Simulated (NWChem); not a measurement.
**Correlation energy of HSe**

SMILES: [SeH]
```xyz
2

Se     0.0000     0.0000     0.0421
H      0.0000     0.0000    -1.4314
```
Charge 0, spin multiplicity 2.

Everything below was run with NWChem. The geometry was optimised at UPBE0/def2-SVP, a minimum by its harmonic frequencies.

Basis set: STO-3G. Each correlation energy counts from its own Hartree-Fock reference.

The Hamiltonian is non-relativistic. The correlated methods keep 9 core orbitals frozen. The structure started from a generated list of species. The unpaired electrons of the parent sit in orbitals of symmetry b2 (C2v labels of the run); other states weren't searched. No SCF solution was tested for a lower state. Open-shell Hartree-Fock references start from PBE0 orbitals. No row is a measurement; the coupled-cluster row has its own basis-set and correlation limits.

For the correlation energy, SCS-UMP2 gives -16.4 mHa and CCSD on UHF gives -21.2 mHa. What do CCSD[T] on ROHF, CCSD(T) on ROHF give?

CCSD[T] on ROHF: -21.9 mHa; CCSD(T) on ROHF: -21.9 mHa.
